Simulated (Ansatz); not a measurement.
Ansatz (a first-principles code) input (PBE/6-31G*):

Ansatz 0.2 input:
```yaml
crystal:
  periodic: [false, false, false]
  atoms:
    - {symbol: C, position_ang: [-1.47930400, -0.14178400, -0.19580700]}
    - {symbol: Si, position_ang: [0.37161000, -0.40586400, 0.04480300]}
    - {symbol: O, position_ang: [0.95198300, 1.14439900, 0.13646900]}
    - {symbol: H, position_ang: [-1.94720700, -1.12693000, -0.26708000]}
    - {symbol: H, position_ang: [-1.67520800, 0.41265800, -1.11245000]}
    - {symbol: H, position_ang: [-1.90678400, 0.39515500, 0.64975500]}
    - {symbol: H, position_ang: [0.95096100, -1.13972100, -1.10686000]}
    - {symbol: H, position_ang: [0.63565700, -1.16355200, 1.29248500]}
basis:
  gaussian:
    orbitals: 6-31G*
hamiltonian:
  xc: {name: PBE}
magnetization: {spin_polarized: true, initial_magnetization: 1}
relax: {f_tol: 0.003, max_steps: 120}
```

Output:

```
Functional definition: PBE
integrals: 0.02 GiB planned
732 factors; their error is unknown
mean field: 0.15 GiB planned
mean field evaluation 1: about -11022.0079 eV, gradient 5.0e1 eV
mean field evaluation 2: about -10932.3902 eV, gradient 1.3e2 eV
mean field evaluation 4: about -11030.4473 eV, gradient 2.5e1 eV
mean field evaluation 8: about -11033.2320 eV, gradient 1.0e-1 eV
mean field evaluation 16: about -11033.1755 eV, gradient 7.8e-4 eV
mean field evaluation 32: about -11022.0079 eV, gradient 5.0e1 eV
mean field -11033.38627564 eV, -405.4694669319 hartree, gradient 6.7e-6 eV, S^2 0.752808; 4 other end points of the search recorded, 0 dependent functions left out
the calculation of the forces begins
reference -11033.38630391 eV, -405.4694679707 hartree; 17, 16 occupied and 42, 43 virtual orbitals, 732 factors
relax step   1: F+E_penalty+E_count = -11033.38627564 eV  Δ(F+E_penalty+E_count) = +0.000e0 eV  max|allowed force component| = 4.069e-1 eV/Å  Δτ_max = 0.0000 Å  (180 SCF iters, accepted)
these checks for a lower state are left out or cut short: starts, cluster_reference, orbital_swaps, neighbouring_geometries, increment
integrals: 0.02 GiB planned
732 factors; their error is unknown
mean field: 0.15 GiB planned
mean field evaluation 64: about -11033.4172 eV, gradient 1.1e-1 eV
mean field -11033.41726570 eV, -405.4706057956 hartree, gradient 7.4e-6 eV, S^2 0.752996; 0 other end points of the search recorded, 0 dependent functions left out
the calculation of the forces begins
reference -11033.41729399 eV, -405.4706068352 hartree; 17, 16 occupied and 42, 43 virtual orbitals, 732 factors
relax step   2: F+E_penalty+E_count = -11033.41726570 eV  Δ(F+E_penalty+E_count) = -3.099e-2 eV  max|allowed force component| = 2.690e-1 eV/Å  Δτ_max = 0.0285 Å  (39 SCF iters, accepted)
these checks for a lower state are left out or cut short: starts, cluster_reference, orbital_swaps, neighbouring_geometries, increment
integrals: 0.02 GiB planned
732 factors; their error is unknown
mean field: 0.15 GiB planned
mean field -11033.42205311 eV, -405.4707817297 hartree, gradient 4.0e-6 eV, S^2 0.753121; 0 other end points of the search recorded, 0 dependent functions left out
the calculation of the forces begins
reference -11033.42208145 eV, -405.4707827712 hartree; 17, 16 occupied and 42, 43 virtual orbitals, 732 factors
relax step   3: F+E_penalty+E_count = -11033.42205311 eV  Δ(F+E_penalty+E_count) = -4.787e-3 eV  max|allowed force component| = 7.192e-2 eV/Å  Δτ_max = 0.0129 Å  (38 SCF iters, accepted)
these checks for a lower state are left out or cut short: starts, cluster_reference, orbital_swaps, neighbouring_geometries, increment
integrals: 0.02 GiB planned
732 factors; their error is unknown
mean field: 0.15 GiB planned
mean field evaluation 96: about -11033.4224 eV, gradient 8.0e-6 eV
mean field -11033.42236656 eV, -405.4707932486 hartree, gradient 8.0e-6 eV, S^2 0.753157; 0 other end points of the search recorded, 0 dependent functions left out
the calculation of the forces begins
reference -11033.42239494 eV, -405.4707942916 hartree; 17, 16 occupied and 42, 43 virtual orbitals, 732 factors
relax step   4: F+E_penalty+E_count = -11033.42236656 eV  Δ(F+E_penalty+E_count) = -3.134e-4 eV  max|allowed force component| = 6.845e-2 eV/Å  Δτ_max = 0.0063 Å  (31 SCF iters, accepted)
these checks for a lower state are left out or cut short: starts, cluster_reference, orbital_swaps, neighbouring_geometries, increment
integrals: 0.02 GiB planned
732 factors; their error is unknown
mean field: 0.15 GiB planned
mean field -11033.42138276 eV, -405.4707570950 hartree, gradient 1.3e-5 eV, S^2 0.753198; 0 other end points of the search recorded, 0 dependent functions left out
the calculation of the forces begins
reference -11033.42141114 eV, -405.4707581379 hartree; 17, 16 occupied and 42, 43 virtual orbitals, 732 factors
relax step   5: F+E_penalty+E_count = -11033.42138276 eV  Δ(F+E_penalty+E_count) = +9.838e-4 eV  max|allowed force component| = 2.648e-1 eV/Å  Δτ_max = 0.0083 Å  (37 SCF iters, rejected (line search))
these checks for a lower state are left out or cut short: starts, cluster_reference, orbital_swaps, neighbouring_geometries, increment
integrals: 0.02 GiB planned
732 factors; their error is unknown
mean field: 0.15 GiB planned
mean field -11033.42251787 eV, -405.4707988095 hartree, gradient 1.3e-5 eV, S^2 0.753173; 0 other end points of the search recorded, 0 dependent functions left out
the calculation of the forces begins
reference -11033.42254626 eV, -405.4707998526 hartree; 17, 16 occupied and 42, 43 virtual orbitals, 732 factors
relax step   6: F+E_penalty+E_count = -11033.42251787 eV  Δ(F+E_penalty+E_count) = -1.513e-4 eV  max|allowed force component| = 2.236e-3 eV/Å  Δτ_max = 0.0023 Å  (29 SCF iters, accepted)
integrals: 0.02 GiB planned
732 factors; their error is unknown
mean field: 0.15 GiB planned
mean field evaluation 128: about -11033.1485 eV, gradient 2.5e0 eV
mean field evaluation 160: about -11033.3375 eV, gradient 4.7e-1 eV
mean field -11033.42251787 eV, -405.4707988095 hartree, gradient 1.4e-5 eV, S^2 0.753173; 5 other end points of the search recorded, 0 dependent functions left out
the calculation of the forces begins
reference -11033.42254626 eV, -405.4707998526 hartree; 17, 16 occupied and 42, 43 virtual orbitals, 732 factors
Total energy: -11033.42254626 eV, -405.4707998526 hartree
Atom 0 at    -1.484817    -0.137735    -0.196491 Å, force    -0.000377     0.001610    -0.000034 eV/Å
Atom 1 at     0.405133    -0.385732     0.049408 Å, force     0.001173     0.000233     0.000156 eV/Å
Atom 2 at     0.956909     1.176551     0.137436 Å, force    -0.002236    -0.000856    -0.000302 eV/Å
Atom 3 at    -1.925713    -1.147797    -0.264463 Å, force    -0.000194     0.000856    -0.000017 eV/Å
Atom 4 at    -1.679506     0.418658    -1.124846 Å, force     0.000359    -0.000601     0.001107 eV/Å
Atom 5 at    -1.914154     0.400923     0.660735 Å, force     0.000635    -0.000580    -0.000988 eV/Å
Atom 6 at     0.932044    -1.163151    -1.128655 Å, force     0.000249    -0.000337     0.000579 eV/Å
Atom 7 at     0.611812    -1.187355     1.308191 Å, force     0.000391    -0.000326    -0.000501 eV/Å
Dipole moment:    -0.368298    -0.340152    -0.051777 e Å
```

The geometry given is a B3LYP-D3(BJ)/def2-TZVP minimum.
